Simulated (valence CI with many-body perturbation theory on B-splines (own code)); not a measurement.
# Co XXII: electric-dipole lines

Method: valence CI with perturbative core correlation (CI+MBPT): four valence electrons over a frozen Dirac-Fock core [He], a basis of 11 s, 11 p, 10 d, 8 f, 5 g, 2 h functions for each j, with the one-electron correlation potential Σ1, the two-electron term Σ2, the three-electron term Σ3, Breit, model QED; selected CI, second order for the rest, scaled by the run's own slope (own B-spline code, finite nucleus).

No measured spectrum was set against this ion. As an estimate, levels of excited configurations hold to 0.05 to 0.15 % of their energy, terms of the ground configuration to about 0.5 %. Among the levels kept, up to 1100 cm⁻¹ of a level comes from second order outside the variational space, and about a tenth of that is noise between levels of different J, which matters for small intervals.

Lines 1 to 50 of 544 in falling wavelength, among levels below 10287 × 10³ cm⁻¹, chosen from the strongest by gf and those to the six lowest levels. Wavelengths and rates use the calculated energies, so an error of 600 cm⁻¹ moves a line at 64.71 nm by 0.39 % and its rate by three times that or more. Electric multipoles are in the length gauge with retardation, E1 and E2 with the static RPA response of the core. Weak lines are less certain than strong ones. Lines between different terms over intervals too small for the method are left out, as are lines whose strength nearly cancels. The highest levels of a list are the least certain.

Names give the largest LS component (configuration and term), which can be under half, so a name can repeat, a term be missing and a line seem to break the LS rules; names also repeat where a configuration has a term twice. Letters in brackets count levels of one name in rising energy.

| λ vac (nm) | Upper | Lower | A (s⁻¹) | S (a.u.) |
| --- | --- | --- | --- | --- |
| 64.71 | 2p³3p ³P_1 [a] | 2p³3s ³S°_1 | 4.85e+08 | 1.95e-01 |
| 57.78 | 2p³3p ³F_3 | 2p³3s ³D°_3 | 5.20e+08 | 3.47e-01 |
| 57.62 | 2p³3p ³F_2 | 2p³3s ³D°_1 | 3.79e+08 | 1.79e-01 |
| 56.03 | 2p³3p ³F_2 | 2p³3s ³D°_2 | 5.42e+08 | 2.35e-01 |
| 55.46 | 2p³3p ³D_3 | 2p³3s ¹D°_2 | 7.82e+08 | 4.61e-01 |
| 55.13 | 2p³3p ³P_2 [a] | 2p³3s ³S°_1 | 6.65e+08 | 2.75e-01 |
| 54.33 | 2p³3p ⁵P_1 | 2p³3s ⁵S°_2 | 7.89e+08 | 1.87e-01 |
| 54.16 | 2s2p²3p ¹F°_3 | 2s2p²3s ¹D_2 | 1.01e+09 | 5.57e-01 |
| 53.07 | 2s2p²3d ¹F_3 [a] | 2s2p²3p ³P°_2 [b] | 3.96e+08 | 2.04e-01 |
| 52.70 | 2s²2p3p ³P_1 [b] | 2s²2p3s ¹P°_1 | 7.58e+08 | 1.64e-01 |
| 51.79 | 2p³3p ⁵P_2 | 2p³3s ⁵S°_2 | 1.06e+09 | 3.62e-01 |
| 51.70 | 2p³3d ⁵D°_3 | 2p³3p ⁵P_3 | 3.88e+08 | 1.85e-01 |
| 51.55 | 2s2p²3p ³F°_2 | 2s2p²3s ³D_1 | 6.94e+08 | 2.35e-01 |
| 51.06 | 2s2p²3d ³F_4 [b] | 2s2p²3p ³D°_3 [b] | 5.00e+08 | 2.96e-01 |
| 50.73 | 2s2p²3d ⁵F_5 | 2s2p²3p ⁵D°_4 | 1.18e+09 | 8.36e-01 |
| 50.33 | 2p³3p ³D_2 | 2p³3s ³D°_1 | 9.54e+08 | 3.00e-01 |
| 50.33 | 2p³3d ⁵D°_4 | 2p³3p ⁵P_3 | 1.36e+09 | 7.68e-01 |
| 50.02 | 2s2p²3p ⁵D°_1 | 2s2p²3s ⁵P_1 | 1.08e+09 | 2.01e-01 |
| 49.54 | 2s2p²3d ³F_3 [b] | 2s2p²3p ³D°_2 [b] | 4.01e+08 | 1.68e-01 |
| 49.35 | 2s2p²3p ³D°_2 [a] | 2s2p²3s ³P_1 [a] | 1.09e+09 | 3.23e-01 |
| 49.26 | 2s2p²3d ⁵P_2 | 2s2p²3p ⁵S°_2 | 7.09e+08 | 2.09e-01 |
| 49.20 | 2s2p²3d ⁵F_4 | 2s2p²3p ⁵D°_3 | 1.28e+09 | 6.77e-01 |
| 49.18 | 2s2p²3p ³D°_3 [a] | 2s2p²3s ³P_2 [a] | 1.10e+09 | 4.53e-01 |
| 48.94 | 2p³3p ³F_3 | 2p³3s ³D°_2 | 8.21e+08 | 3.32e-01 |
| 48.33 | 2s2p²3p ³P°_1 [a] | 2s2p²3s ³P_2 [a] | 1.07e+09 | 1.79e-01 |
| 48.33 | 2s2p²3d ⁵D_4 | 2s2p²3p ⁵D°_4 | 4.91e+08 | 2.46e-01 |
| 48.26 | 2s2p²3d ³D_3 [b] | 2s2p²3p ³D°_3 [b] | 5.76e+08 | 2.24e-01 |
| 48.23 | 2s2p²3d ³G_5 | 2s2p²3p ³F°_4 | 1.43e+09 | 8.70e-01 |
| 47.96 | 2s2p²3p ³P°_2 [a] | 2s2p²3s ³P_2 [a] | 1.31e+09 | 3.56e-01 |
| 47.64 | 2s2p²3d ⁵P_1 | 2s2p²3p ⁵S°_2 | 1.05e+09 | 1.69e-01 |
| 47.49 | 2p³3p ³D_3 | 2p³3s ³D°_3 | 4.28e+08 | 1.58e-01 |
| 47.40 | 2s2p²3d ³F_4 [c] | 2s2p²3p ³D°_3 [c] | 1.27e+09 | 6.02e-01 |
| 47.34 | 2s2p²3d ⁵F_3 [a] | 2s2p²3p ⁵D°_2 | 1.38e+09 | 5.04e-01 |
| 47.16 | 2s2p²3d ³F_4 [b] | 2s2p²3p ¹F°_3 | 3.44e+08 | 1.60e-01 |
| 47.09 | 2s2p²3d ³D_3 [c] | 2s2p²3p ³P°_2 [c] | 1.30e+09 | 4.68e-01 |
| 46.92 | 2s2p²3d ³F_3 [c] | 2s2p²3p ³D°_2 [c] | 1.37e+09 | 4.90e-01 |
| 46.51 | 2p³3p ³F_4 | 2p³3s ³D°_3 | 2.29e+09 | 1.02e+00 |
| 46.33 | 2s2p²3d ³F_4 [b] | 2s2p²3p ³F°_4 | 4.06e+08 | 1.79e-01 |
| 46.28 | 2s2p²3d ⁵D_2 | 2s2p²3p ⁵P°_2 | 5.97e+08 | 1.46e-01 |
| 46.18 | 2p³3d ³D°_2 | 2p³3p ³P_1 [a] | 1.23e+09 | 3.00e-01 |
| 46.13 | 2s2p²3d ³G_4 | 2s2p²3p ³F°_3 | 1.47e+09 | 6.41e-01 |
| 46.09 | 2s2p²3p ⁵P°_3 | 2s2p²3s ⁵P_3 | 1.44e+09 | 4.86e-01 |
| 45.89 | 2s2p²3p ³D°_3 [c] | 2s2p²3s ³P_2 [b] | 1.59e+09 | 5.30e-01 |
| 45.76 | 2s²2p3d ³F°_4 | 2s²2p3p ³D_3 | 1.48e+09 | 6.28e-01 |
| 45.70 | 2p³3p ¹F_3 | 2p³3s ³D°_2 | 1.16e+09 | 3.82e-01 |
| 45.60 | 2p³3p ⁵P_3 | 2p³3s ⁵S°_2 | 2.00e+09 | 6.54e-01 |
| 45.53 | 2p³3d ⁵D°_3 | 2p³3p ⁵P_2 | 1.11e+09 | 3.63e-01 |
| 45.50 | 2s2p²3d ¹F_3 [b] | 2s2p²3p ¹D°_2 [b] | 1.25e+09 | 4.07e-01 |
| 45.49 | 2p³3d ⁵D°_2 | 2p³3p ⁵P_2 | 8.36e+08 | 1.94e-01 |
| 45.49 | 2s2p²3d ⁵F_3 [b] | 2s2p²3p ⁵D°_3 | 4.54e+08 | 1.48e-01 |
